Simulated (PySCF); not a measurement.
diboron tetrachloride (B$_{2}$Cl$_{4}$), singlet, at a GFN2-xTB geometry. Base run: B3LYP/STO-3G (PySCF).

Input for PySCF:
```python
from pyscf import gto, scf, dft

mol = gto.M(
    atom='''
Cl   -1.722311   -1.208074    0.892045
B    -0.845317   -0.078522   -0.064679
Cl   -1.759808    0.884616   -1.158478
B     0.845317    0.078522    0.064679
Cl    1.915102   -0.854763   -0.907361
Cl    1.567017    1.178221    1.173795
''',
    basis='sto-3g',
    charge=0,
    spin=0,
    verbose=4,
)

mf = dft.RKS(mol)
mf.xc = 'b3lyp'
mf.kernel()
```

Variants of this job, named by their change:

```csv
change,ΔE vs base (mEh),SCF cycles,outcome
base,0.000,7,converged
init_guess = mod_huckel,0.000,8,converged
damp = 0.5; diis_start_cycle = 5,0.000,9,converged
diis_space = 2,0.000,7,converged
DIIS = ADIIS,0.000,14,converged
init_guess = 1e,0.000,10,converged
level_shift = 0.3 (with mf.max_cycle = 100),0.000,14,converged
diis = off; damp = 0.3 (with mf.diis_start_cycle = 200; with mf.max_cycle = 150),0.000,22,converged
level_shift = 0.5 (with mf.max_cycle = 100),0.000,17,converged
DIIS = EDIIS,-,50,not converged
init_guess = atom,0.000,7,converged
init_guess = huckel,0.000,9,converged
diis_space = 20,0.000,7,converged
```
